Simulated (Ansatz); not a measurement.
Two members of one family (Series GeMe3X), computed with Ansatz in the gas phase. The two geometries come from different levels. Binding counts from free atoms in the multiplicity of their measured ground term, without zero-point energy. The structures are stationary points that may keep the symmetry of their start.

First: Ge(tBu)Me3 (singlet, charge 0, PBE-D4/def2-SVP geometry).

Cartesian coordinates in Å:
```
Ge 0.013 -0.710 -0.596
C -0.015 0.832 0.698
C -1.422 1.451 0.711
C 1.013 1.882 0.248
C 0.343 0.316 2.101
H -1.472 2.300 1.432
H -1.711 1.848 -0.285
H -2.197 0.717 1.018
H 0.795 2.270 -0.770
H 2.046 1.474 0.238
H 1.012 2.756 0.940
H 1.349 -0.152 2.128
H -0.388 -0.436 2.465
H 0.350 1.153 2.837
C -1.133 -2.174 0.071
H -1.181 -2.994 -0.674
H -2.164 -1.813 0.256
H -0.730 -2.589 1.017
C 1.857 -1.386 -0.804
H 1.865 -2.290 -1.445
H 2.291 -1.655 0.180
H 2.504 -0.619 -1.277
C -0.657 -0.128 -2.360
H -0.063 0.725 -2.743
H -1.719 0.183 -2.295
H -0.583 -0.958 -3.091
```

| level | HOMO (eV) | LUMO (eV) | gap (eV) | binding per atom (eV) |
| --- | --- | --- | --- | --- |
| PBE-D4/def2-SVP | -5.89 | 0.42 | 6.32 | 4.05 |
| PBE-D4/def2-TZVP | -5.98 | -0.09 | 5.89 | 4.02 |
| r2SCAN-D4/def2-TZVP | -6.18 | 0.54 | 6.73 | 3.98 |
| B3LYP-D4/6-31G | -6.71 | 1.51 | 8.21 | 3.95 |
| PBE0-D4/def2-SVP | -7.09 | 1.24 | 8.33 | 4.02 |

Second: GeMe3(OSiMe3) (singlet, charge 0, PBE0-D4/def2-SVP geometry).

Cartesian coordinates in Å:
```
Ge 0.7935 -0.3346 1.4154
C 0.3564 -1.6285 2.7967
H -0.6448 -1.4251 3.2044
H 1.0873 -1.5837 3.6190
H 0.3604 -2.6451 2.3785
C 2.5209 -0.7041 0.5900
H 3.3233 -0.6795 1.3425
H 2.7501 0.0408 -0.1857
H 2.5127 -1.6997 0.1222
C 0.7014 1.4979 2.0732
H -0.3180 1.7297 2.4133
H 0.9745 2.2117 1.2828
H 1.3919 1.6408 2.9197
O -0.4714 -0.5459 0.1748
Si -0.9696 0.0801 -1.2803
C -1.4616 1.8841 -1.0766
C -2.4476 -0.9292 -1.8332
C 0.4111 -0.0483 -2.5515
H -1.8592 2.2942 -2.0199
H -0.6034 2.5076 -0.7791
H -2.2404 1.9940 -0.3064
H -3.2578 -0.8709 -1.0886
H -2.8414 -0.5687 -2.7961
H -2.1738 -1.9895 -1.9494
H 1.2788 0.5710 -2.2712
H 0.7578 -1.0892 -2.6513
H 0.0687 0.2903 -3.5433
```

Estimate how these quantities change from the first to the second (second minus first).


| level | Δ HOMO (eV) | Δ LUMO (eV) | Δ gap (eV) | Δ binding per atom (eV) |
| --- | --- | --- | --- | --- |
| PBE-D4/def2-SVP | -0.08 | -0.04 | 0.03 | -0.02 |
| PBE-D4/def2-TZVP | -0.15 | -0.04 | 0.11 | 0.00 |
| r2SCAN-D4/def2-TZVP | -0.26 | -0.03 | 0.23 | 0.01 |
| B3LYP-D4/6-31G | -0.23 | -0.16 | 0.07 | -0.06 |
| PBE0-D4/def2-SVP | -0.34 | -0.06 | 0.28 | -0.02 |
